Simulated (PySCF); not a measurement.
Delta-SCF ions had no search for a lower state. Excitations are Tamm–Dancoff values on a coarser integration grid. The basis has no diffuse functions, so Rydberg states are missing or too high.

# PXZ-benzophenone `O=C(c1ccccc1)c1ccc(N2c3ccccc3Oc3ccccc32)cc1` (charge 0, multiplicity 1)

All values below come from ωB97X-D3(BJ)/def2-SVP // GFN2-xTB (PySCF).

```yaml
HOMO: -7.24 eV
dipole_moment: 2.71 D
LUMO: 0.11 eV
HOMO–LUMO gap: 7.35 eV
S1 excitation (TDA): 4.00 eV
S1 oscillator strength: 0.025
brightest of the four lowest singlets (TDA): 4.04 eV
T1 excitation (TDA): 3.35 eV
S1–T1 gap (TDA): 0.64 eV
vertical ionisation energy (Delta-SCF): 6.75 eV
vertical electron affinity (Delta-SCF): 0.30 eV
total_energy: -31776.76 eV
cost: about 4 core-hours (a rough figure)
```

```xyz
45

O     -3.7298    -2.8194    -0.2222
C     -3.4270    -1.6507    -0.0853
C     -4.4543    -0.5974     0.1182
C     -5.7117    -0.7688    -0.4573
C     -6.7009     0.1769    -0.2674
C     -6.4510     1.2915     0.5173
C     -5.2111     1.4560     1.1140
C     -4.2130     0.5201     0.9149
C     -2.0095    -1.2079    -0.1034
C     -1.0325    -2.0686     0.3947
C      0.2957    -1.6976     0.3949
C      0.6735    -0.4632    -0.1294
N      2.0280    -0.0752    -0.1209
C      2.7148     0.1465    -1.3178
C      2.1293    -0.0651    -2.5596
C      2.8419     0.1592    -3.7279
C      4.1528     0.5869    -3.6749
C      4.7618     0.7719    -2.4426
C      4.0567     0.5478    -1.2749
O      4.7372     0.7205    -0.0953
C      4.0517     0.4908     1.0711
C      4.7458     0.6777     2.2519
C      4.1129     0.4980     3.4730
C      2.7785     0.1480     3.5014
C      2.0782    -0.0428     2.3198
C      2.7053     0.1025     1.0888
C     -0.2953     0.3854    -0.6613
C     -1.6258     0.0184    -0.6435
H     -5.8906    -1.6491    -1.0566
H     -7.6699     0.0438    -0.7251
H     -7.2250     2.0289     0.6711
H     -5.0224     2.3170     1.7384
H     -3.2537     0.6422     1.3967
H     -1.3368    -3.0285     0.7843
H      1.0513    -2.3605     0.7898
H      1.1113    -0.4175    -2.6158
H      2.3601    -0.0093    -4.6787
H      4.7102     0.7666    -4.5806
H      5.7904     1.0857    -2.3650
H      5.7820     0.9700     2.1935
H      4.6633     0.6435     4.3889
H      2.2660     0.0232     4.4429
H      1.0313    -0.3003     2.3579
H      0.0036     1.3361    -1.0779
H     -2.3702     0.6791    -1.0631
```
Charge 0, spin multiplicity 1.
